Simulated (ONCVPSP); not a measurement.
**Transferability test, ONCV potential for beryllium (Be)**

* Element: Be (Z = 4)
* Generator: ONCVPSP 4.0.1
* Type: optimised norm-conserving Vanderbilt (ONCV)
* Functional: LDA (Perdew-Wang 92)
* Relativity: scalar-relativistic
* Frozen core: none
* Valence charge: 4
* Reference configuration: 1s2 2s1.75 2p0.25
* Partial waves: 1s+2s: rc 0.65 bohr, ncon 4, nbas 8, qcut 19.4 1/bohr, 2 projectors; 2p: rc 4.00 bohr, ncon 4, nbas 7, qcut 3.9 1/bohr, 2 projectors, debl 2.5 Ha; d scattering state at 0.18 Ha: rc 4.10 bohr, ncon 5, nbas 8, qcut 2.4 1/bohr, 2 projectors, debl 2.7 Ha
* Local potential: polynomial inside 0.45 bohr (lpopt 1, dvloc0 0 Ha)
* Core correction: none

Energies are relative to the spin-unpolarised reference configuration 1s2 2s1.75 2p0.25; without spin polarisation the order of configurations can differ from experiment.

| valence configuration | charge | ΔE all-electron (eV) | error AE − PS (meV) |
| --- | --- | --- | --- |
| 1s2 2s1 2p0 | +1 | 8.637 | +16 |
| 1s2 2s0 2p0 | +2 | 26.410 | +44 |
| 1s2 2s1 2p1 | 0 | 2.642 | -12 |

Q: What are ΔE and the potential's error for 1s2 2s2 2p0?

A: ΔE = -0.876 eV all-electron; the error (AE − PS) is -1.2 meV.

Levels in the configuration 1s2 2s0 2p0:

| level | all-electron (eV) | pseudo (eV) |
| --- | --- | --- |
| 1s | -130.804 | -130.629 |
